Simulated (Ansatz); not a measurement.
BFGeH3N (`[F][GeH]1[BH][NH]1`). The species carries charge 0 and has multiplicity 1.

```xyz
7

F     2.060   -0.057    1.037
Ge    0.320   -0.207    0.961
B    -0.703    0.904   -0.362
N    -0.221   -0.266   -0.863
H     0.054   -1.540    1.669
H    -1.301    1.880   -0.675
H    -0.209   -0.715   -1.768
```

(1) What are the harmonic wavenumbers in cm⁻¹ at PBE0-D4/def2-TZVP (Ansatz, finite differences of forces, unscaled)? (An estimate is asked.)

(2) Is this a minimum?

(3) Give the ideal-gas thermochemistry at 298.15 K and 1 bar (rigid rotor, harmonic oscillator; point group C1, symmetry number 1).

(4) Rotational constants (cm⁻¹)?

Answers

(1) Ansatz gave: 191, 221, 415, 563, 570, 624, 682, 749, 828, 859, 997, 1403, 2161, 2712, 3587.

(2) Yes, all 15 modes are real.

(3) Zero-point energy 99.1 kJ/mol; H(298) − E = 115.0 kJ/mol; entropy 305.0 J/(mol·K), of which translation 168.5, rotation 104.9, vibration 31.6; G(298) − E = 24.1 kJ/mol.

(4) 0.3823, 0.1338, 0.1209.
